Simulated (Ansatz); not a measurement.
This geometry of BrH + H6N2Si (11 atoms, charge 0, multiplicity 1) is a first-order saddle point.

Computed with RKS BHLYP-D4/def2-SVP (Ansatz).

```xyz
11
Properties=species:S:1:pos:R:3
Si 0.041 -0.170 -0.193
H -0.184 0.116 1.567
H 1.454 0.117 -0.384
N -0.789 1.268 -0.568
H -1.788 1.381 -0.531
H -0.307 2.150 -0.605
N -0.919 -1.432 -0.728
H -0.722 -2.387 -0.482
H -1.718 -1.279 -1.320
Br 1.276 -2.296 1.319
H 0.230 -0.609 1.649
```

(1) Which two structures does it join? (They come from a converged band through this point; their orientation in space is the band's.)

(2) How far does it lie above each of them?

## Answers

(1) Bonds broken: Si1–H2, Br10–H11. Bonds formed: Si1–Br10, H2–H11. BrH + H6N2Si becomes BrH5N2Si + H2.

Initial state:

```xyz
11
Properties=species:S:1:pos:R:3
Si 0.002 0.219 -0.313
H 0.386 0.034 1.120
H 1.257 0.562 -1.031
N -1.053 1.522 -0.658
H -1.995 1.557 -0.308
H -0.705 2.430 -0.913
N -0.777 -1.250 -0.713
H -0.579 -2.107 -0.225
H -1.161 -1.413 -1.628
Br 0.614 -3.051 2.292
H 0.586 -1.644 2.099
```

Final state:

```xyz
11
Properties=species:S:1:pos:R:3
Si 0.483 -0.103 -0.714
H -1.636 -1.088 1.740
H 1.105 0.248 -2.005
N -0.415 1.257 -0.227
H -0.948 1.239 0.628
H -0.108 2.186 -0.460
N -0.542 -1.466 -0.640
H -0.177 -2.393 -0.505
H -1.445 -1.463 -1.088
Br 2.219 -0.670 0.603
H -1.962 -0.887 2.391
```

(2) 113.9 kJ/mol above the first and 194.9 kJ/mol above the second. This is the barrier of this one path; another mechanism may lie lower. The orbitals stay closed-shell, which can raise the energy where a bond breaks towards radicals; this wasn't checked here.

Run time: 7.8 min on 4 threads of Arm Neoverse V1 (shared host), peak memory 0.3 GiB.
